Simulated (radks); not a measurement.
Values are calculated unless marked as measured or tabulated.
Trend from Lu to Hg: ionisation energy by Delta-SCF between NIST ground configurations, and size. Code: a radial shooting solver on a logarithmic mesh with Libxc functionals. Model: Dirac Kohn-Sham, BLYP, spin-unpolarised, spherical densities, point nucleus; open shells fill j = l - 1/2 first.

species       configuration  configuration of the ion  IE (eV)  NIST (eV)  kind  -e(HOMO) (eV)  outermost  <r> outermost (bohr)
Lu        [Xe] 4f14 5d1 6s2             [Xe] 4f14 6s2    5.341      5.426  exp.  1.741 (5d3/2)      6s1/2                  3.65
Hf        [Xe] 4f14 5d2 6s2         [Xe] 4f14 5d1 6s2    6.572      6.825  exp.  2.686 (5d3/2)      6s1/2                  3.47
Ta        [Xe] 4f14 5d3 6s2         [Xe] 4f14 5d3 6s1    8.300      7.550  exp.  3.600 (5d3/2)      6s1/2                  3.33
W         [Xe] 4f14 5d4 6s2         [Xe] 4f14 5d4 6s1    8.702      7.864  exp.  4.504 (5d3/2)      6s1/2                  3.21
Re        [Xe] 4f14 5d5 6s2         [Xe] 4f14 5d5 6s1    9.105      7.834  exp.  4.661 (5d5/2)      6s1/2                  3.10
Os        [Xe] 4f14 5d6 6s2         [Xe] 4f14 5d6 6s1    9.469      8.438  exp.  5.525 (5d5/2)      6s1/2                  3.00
Ir        [Xe] 4f14 5d7 6s2         [Xe] 4f14 5d7 6s1    9.806      8.967  exp.  6.223 (6s1/2)      6s1/2                  2.92
Pt        [Xe] 4f14 5d9 6s1             [Xe] 4f14 5d9    9.238      8.959  exp.  5.492 (5d5/2)      6s1/2                  2.95
Au       [Xe] 4f14 5d10 6s1            [Xe] 4f14 5d10    9.484      9.226  exp.  5.792 (6s1/2)      6s1/2                  2.88
Hg                     [Hg]        [Xe] 4f14 5d10 6s1   10.708     10.438  exp.  6.801 (6s1/2)      6s1/2                  2.71

Reference values: NIST Atomic Spectra Database (exp. = measured, semi-emp. = semi-empirical, theory = theoretical value adopted there). Spin polarisation and multiplet splitting are left out, so open shells lie too high by an amount that depends on their filling.

Beside tabulated values, note that spin-unpolarised runs miss the spin-polarisation part of the exchange energy of open shells.
